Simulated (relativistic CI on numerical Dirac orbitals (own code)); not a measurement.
**Cu³⁺: L-alpha,beta X-ray emission**

Computed with this model: Dirac-Coulomb-Breit CI, separate exchange-only KLI orbitals for each configuration, model QED, valence Slater integrals scaled by 0.8, multiplet model of X-ray emission after core ionisation; configurations [Ar] 3d8 → [He] 2s2 2p5 3s2 3p6 3d8 → [Ar] 3d7; 80 K; Lorentzian 0.6 eV and Gaussian 0.5 eV FWHM. Energies are those of the free ion, without screening or charge transfer. S is read from ⟨S²⟩ = S(S + 1).

Field parameters in Wybourne normalisation: D4h B²₀ = −7Ds, B⁴₀ = 21(Dq − Dt), B⁴₄ = 21√(5/14) Dq. The field is a parameter set, without covalency.

Peaks in eV (height, largest 100): 933.6 (52), 934.8 (100), 955.9 (71).

(1) Which surroundings give this spectrum?
A. D4h, 10Dq = 12500, Ds = -1500, Dt = -190 cm⁻¹
B. D4h, 10Dq = 12500, Ds = 2100, Dt = -190 cm⁻¹
C. free ion
D. D4h, 10Dq = 12500, Ds = 1200, Dt = -190 cm⁻¹

Answers

(1) B. D4h, 10Dq = 12500, Ds = 2100, Dt = -190 cm⁻¹, where the ground state has S = 1.00.
